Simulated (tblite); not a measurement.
Species: C₆H₁₄OSi.
Cartesian coordinates in Å at the GFN2-xTB level; atoms count from 1:
```
atom  x, y, z in Å
C1     3.368    0.076    0.174
O2     2.249    0.489   -0.567
C3     1.026    0.444    0.148
C4     0.529   -0.978    0.453
C5    -0.983   -0.915    0.637
C6    -1.601   -0.189   -0.566
C7    -3.035    0.248   -0.293
Si8   -0.351    1.215   -0.943
H9     3.329   -0.993    0.413
H10    4.243    0.273   -0.444
H11    3.450    0.643    1.111
H12    1.150    0.990    1.098
H13    0.770   -1.612   -0.403
H14    1.011   -1.400    1.339
H15   -1.206   -0.352    1.547
H16   -1.401   -1.917    0.754
H17   -1.621   -0.889   -1.408
H18   -3.071    0.952    0.536
H19   -3.659   -0.609   -0.038
H20   -3.459    0.732   -1.169
H21   -0.796    2.516   -0.435
H22    0.046    1.294   -2.346
```

Computed with GFN2-xTB (tblite): harmonic, unscaled wavenumbers at the GFN2-xTB geometry, gas phase. Errors from tens to a few hundred cm⁻¹ against measured bands are possible. Modes of hydrogen on silicon can be 10 to 20 % off. One conformer, not necessarily the lowest.

Harmonic wavenumbers (cm⁻¹): 49.2, 99.5, 162.2, 183.0, 221.8, 230.9, 264.3, 310.7, 354.3, 403.7, 409.7, 504.9, 525.0, 534.2, 642.2, 674.1, 726.1, 767.9, 865.9, 917.1, 963.7, 990.3, 1008.4, 1039.4, 1068.9, 1086.5, 1098.1, 1123.2, 1133.9, 1156.8, 1161.8, 1192.7, 1261.3, 1274.4, 1290.6, 1299.9, 1332.4, 1339.2, 1406.0, 1415.6, 1473.4, 1493.5, 1494.9, 1501.3, 1507.2, 1509.6, 2239.9, 2302.8, 2816.7, 2890.6, 2920.4, 2924.0, 2953.5, 2959.2, 2974.1, 2975.9, 3004.2, 3017.3, 3026.7, 3034.6.

A = 3636, B = 1023, C = 849.5 MHz; mass 130.081 u (most abundant isotopes); point group C1, symmetry number 1.

Task: Zero-point energy?

Result: ½Σν̃ = 40755 cm⁻¹ = 116.52 kcal/mol.

Task: Give the ideal-gas entropy at 298.15 K and 1 bar in the rigid-rotor, harmonic-oscillator model (classical rotation).

Result: Translation 40.53, rotation 29.01, vibration 27.41: S = 96.9 cal/(mol K).

Task: And Cp and H(298.15 K) − H(0)?

Result: Cp = 40.18 cal/(mol K), of which vibrations give 32.24 (their classical limit is 60 R = 119.2); H(298.15 K) − H(0) = 6.95 kcal/mol without the zero-point energy, 4.58 from vibrations.

Task: What must be added to the electronic energy to get the Gibbs energy at 298.15 K and 1 bar?

Result: ZPE + [H(298.15 K) − H(0)] − T·S = 116.52 + 6.95 − 28.91 = 94.56 kcal/mol.

Task: How do the functions run with temperature in this model?

Result: 
```json
{"T (K)": "150", "S (cal/(mol K))": "75.8", "Cp (cal/(mol K))": "23.6", "H − H(0) (kcal/mol)": "2.24", "G − H(0) (kcal/mol)": "-9.13", "ln q(vib)": "2.37"}
{"T (K)": "250", "S (cal/(mol K))": "90.4", "Cp (cal/(mol K))": "34.6", "H − H(0) (kcal/mol)": "5.15", "G − H(0) (kcal/mol)": "-17.45", "ln q(vib)": "4.83"}
{"T (K)": "400", "S (cal/(mol K))": "110.4", "Cp (cal/(mol K))": "51.8", "H − H(0) (kcal/mol)": "11.64", "G − H(0) (kcal/mol)": "-32.52", "ln q(vib)": "8.75"}
{"T (K)": "600", "S (cal/(mol K))": "135.2", "Cp (cal/(mol K))": "70.6", "H − H(0) (kcal/mol)": "23.99", "G − H(0) (kcal/mol)": "-57.12", "ln q(vib)": "14.12"}
{"T (K)": "900", "S (cal/(mol K))": "167.6", "Cp (cal/(mol K))": "89.2", "H − H(0) (kcal/mol)": "48.19", "G − H(0) (kcal/mol)": "-102.69", "ln q(vib)": "22.00"}
```

q(vib) and H(0) count from the zero-point level.

Task: Blend soft modes into free rotors: weight 1/[1 + (100 cm⁻¹/ν̃)⁴] for the oscillator and the rest for a rotor with moment μB/(μ + B), μ = h/(8π²ν), B = 10⁻⁴⁴ kg m². What vibrational entropy results?

Result: 25.89 cal/(mol K) in place of 27.41, which changes −T·S at 298.15 K by +0.45 kcal/mol.

Task: Which modes carry the vibrational entropy at 298.15 K?

Result: 49.2 cm⁻¹: 4.85; 99.5 cm⁻¹: 3.46; 162.2 cm⁻¹: 2.52; 183.0 cm⁻¹: 2.30; 221.8 cm⁻¹: 1.94; 230.9 cm⁻¹: 1.87 cal/(mol K); the other 54 give 10.46 together.

Hindered rotation and anharmonicity are outside this model. Other conformers, if any are populated, would add a mixing term that is left out. The structure is chiral; the term R ln 2 for an equal mix with its mirror image is left out.
